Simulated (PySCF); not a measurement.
**Worked example: entropy of an ideal gas**

Mg(F)(Me) (CH₃FMg), SMILES [Mg]([F])[CH3].

Geometry optimised at r2SCAN-D4/def2-TZVP.

r2SCAN-D4/def2-TZVP in PySCF gives the harmonic wavenumbers 124, 124, 477, 567, 567, 774, 1146, 1443, 1443, 3018, 3100, 3100 cm⁻¹ and the rotational temperatures 7.7732, 0.1858, 0.1858 K. The molar mass is 58.34 g/mol, the symmetry number 3, the spin multiplicity 1.

Task: Work out the entropy at 298.15 K and 1 atm in the rigid-rotor, harmonic-oscillator model.

Result: 
Translation (Sackur–Tetrode at 1 atm): S = R[1.5 ln M + 2.5 ln T − 1.16487] = 159.5 J/(mol K).
Rotation: q = (√π/σ) T^1.5/√(θA θB θC) = 5870, S = R[ln q + 3/2] = 84.6 J/(mol K).
Vibration: with u = 1.4388 ν/T, each mode gives R[u/(e^u − 1) − ln(1 − e^−u)]:
| ν (cm⁻¹) | modes | u | S (J/(mol K)) |
|---|---|---|---|
| 124 | 2 | 0.60 | 25.41 |
| 477 | 1 | 2.30 | 3.00 |
| 567 | 2 | 2.74 | 4.27 |
| 774 | 1 | 3.74 | 0.96 |
| 1146 | 1 | 5.53 | 0.22 |
| 1443 | 2 | 6.96 | 0.13 |
The stiffer modes add less than 0.005 each. Sum 34.0 J/(mol K).
Spin: R ln 1 = 0.0 J/(mol K).
Total 278.1 J/(mol K); the program's own thermochemistry gives 278.1. Translation makes up 57 % and vibration 12 %. Anharmonicity, hindered rotation and orbital degeneracy are left out.
